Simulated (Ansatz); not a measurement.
B(NH2tBu)Cl3 (C₄H₁₁BCl₃N). Charge 0, multiplicity 1. Geometry PBE-D4/def2-SVP; atoms count from 1.

Cartesian coordinates in Å:
```
B 1.883 1.249 -0.610
N 0.886 -0.063 -0.596
C -0.435 -0.273 0.147
C -0.882 -1.702 -0.207
C -0.209 -0.149 1.657
C -1.475 0.740 -0.341
H 0.712 -0.230 -1.603
H 1.526 -0.829 -0.324
H -1.039 -1.822 -1.299
H -1.841 -1.934 0.296
H -0.139 -2.456 0.126
H 0.581 -0.842 2.011
H 0.090 0.875 1.942
H -1.150 -0.408 2.180
H -1.190 1.775 -0.078
H -1.606 0.694 -1.441
H -2.450 0.505 0.130
Cl 3.206 0.648 -1.777
Cl 2.547 1.523 1.080
Cl 0.984 2.696 -1.295
```

Estimate the Mulliken populations from the PBE0/def2-TZVP orbitals of Ansatz.


```csv
atom,charge (e)
B1,0.13
N2,-0.21
C3,0.01
C4,-0.37
C5,-0.37
C6,-0.37
H7,0.27
H8,0.27
H9,0.14
H10,0.14
H11,0.14
H12,0.13
H13,0.17
H14,0.13
H15,0.17
H16,0.13
H17,0.13
Cl18,-0.22
Cl19,-0.20
Cl20,-0.20
```
Mulliken values and Mayer orders depend strongly on the basis.

And the Mayer bond orders between bonded heavy atoms (over 0.3)?

B1–N2 0.77 (1.65 Å); B1–Cl18 1.09 (1.86 Å); B1–Cl19 1.14 (1.84 Å); B1–Cl20 1.14 (1.84 Å); N2–C3 0.84 (1.53 Å); C3–C4 1.01 (1.54 Å); C3–C5 1.03 (1.53 Å); C3–C6 1.03 (1.53 Å).
